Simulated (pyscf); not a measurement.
## H₃C–Al=NH, singlet

Gas-phase minimum from PySCF at ωB97X-D3(BJ)/def2-SVP, one conformer. 

```xyz
7

C     -0.9206    -0.3686    -0.2599
Al     0.4056     0.9566    -0.7429
N      1.5120     2.0625    -1.1444
H     -0.9539    -0.5056     0.8321
H     -0.6869    -1.3404    -0.7217
H     -1.9216    -0.0588    -0.5983
H      2.1984     2.7493    -1.3947
```
Charge 0, spin multiplicity 1.

Bonded distances (Å): C1–Al2 1.936, C1–H4 1.101, C1–H5 1.101, C1–H6 1.101, Al2–N3 1.615, N3–H7 1.003. Bond angles (°): Al2–C1–H4 110.7, Al2–C1–H5 110.7, Al2–C1–H6 110.7, H4–C1–H5 108.2, H4–C1–H6 108.2, H5–C1–H6 108.2, C1–Al2–N3 179.9, Al2–N3–H7 179.9.

Properties at ωB97X-D3(BJ)/def2-SVP:

| Item | Result |
|---|---|
| Harmonic wavenumbers, unscaled | 134, 134, 460, 460, 618, 708, 708, 1206, 1244, 1435, 1435, 3075, 3182, 3182, 3827 cm⁻¹ |
| Zero-point energy | 31.2 kcal/mol |
| Rotational symmetry number | 3 |
| Entropy of this conformer at 298 K and 1 atm, rigid rotor and harmonic oscillator, modes under 100 cm⁻¹ raised to 100 | 277.4 J/(mol K) |
| Dipole moment | 3.03 D |

Single-point totals, which compare only within one level (frozen core for MP2 and CC):

| level | total energy (hartree) |
|---|---|
| ωB97X-D3(BJ)/def2-TZVP | -337.76266 |
| PBE/def2-TZVP | -337.44442 |
| r²SCAN/def2-TZVP | -337.61871 |
| B3LYP-D3(BJ)/def2-TZVP | -337.73848 |
| PBE0-D3(BJ)/def2-TZVP | -337.47355 |
| M06-2X/def2-TZVP | -337.63830 |
| ωB97M-D3(BJ)/def2-TZVP | -337.76927 |
| HF/def2-TZVPP | -336.56311 |
| MP2/def2-TZVPP | -337.03219 |
| CCSD/def2-TZVPP | -337.05076 |
| CCSD(T)/def2-TZVPP | -337.07292 |

Soft torsions are taken as harmonic, which can shift the entropy by several J/(mol K). The CCSD(T) − MP2 part came from Ansatz, without density fitting, on the same reference.
